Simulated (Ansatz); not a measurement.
`C=C(F)/C(F)=C/F` + HI → `F/C=C(/F)I` + `C=CF` at 500 K and 1 bar (substitution at a C–C bond).

Gas-phase electronic energies from Ansatz, PBE0-D4/def2-TZVP geometries. CBS: MP2 limit from def2 TZ/QZ plus the TZ coupled-cluster correction, frozen cores. Double bonds are as drawn, so ΔE can hold a change between cis and trans. def2 core potentials past Kr. For I outer-core shells are correlated without core-valence functions, which leaves a few kJ/mol of doubt a bond. Each species was taken in one conformer, which may not be the lowest.

```
          species  CCSD(T)/CBS energy (Eh)  H − E (kJ/mol)  S (J/(mol·K))
`C=C(F)/C(F)=C/F`               -453.31725           209.8          403.0
               HI               -298.03592            28.6          221.6
     `F/C=C(/F)I`               -573.66914           103.8          366.7
           `C=CF`               -177.66469           139.4          282.9
```

H − E and S are ideal-gas, rigid-rotor, harmonic terms from PBE0-D4/def2-TZVP, for one conformer and one mirror image of each species. 1 Eh = 2625.50 kJ/mol, R = 8.31446 J/(mol·K).

Problem. By hand: ΔE, ΔH, ΔS and ΔG.

Solution. ΔE = (-573.66914) + (-177.66469) − (-453.31725) − (-298.03592) = 0.01934 Eh = 50.8 kJ/mol. Δ(H − E) = 103.8 + 139.4 − 209.8 − 28.6 = 4.8, so ΔH = 55.6 kJ/mol. ΔS = 366.7 + 282.9 − 403.0 − 221.6 = 25.0 J/(mol·K). ΔG = 55.6 − 500 × (25.0)/1000 = 43.1 kJ/mol.

Problem. By hand: the equilibrium constant, and the temperature at which ΔG would vanish if ΔH and ΔS stayed fixed.

Solution. log₁₀ K = −ΔG/(RT ln 10) = -4.5. ΔG = 0 at ΔH/ΔS = 2224 K.

ΔH outweighs TΔS. A doubt of 5 kJ/mol in ΔE shifts log₁₀ K by 0.5 here. Other conformers and mirror images would add mixing entropy, several J/(mol·K) or more a flexible species. These are equilibria of isolated gas molecules and say nothing of rates. Largest T1 diagnostic: 0.013 (customary marks: 0.02 for closed shells, 0.045 for open ones).
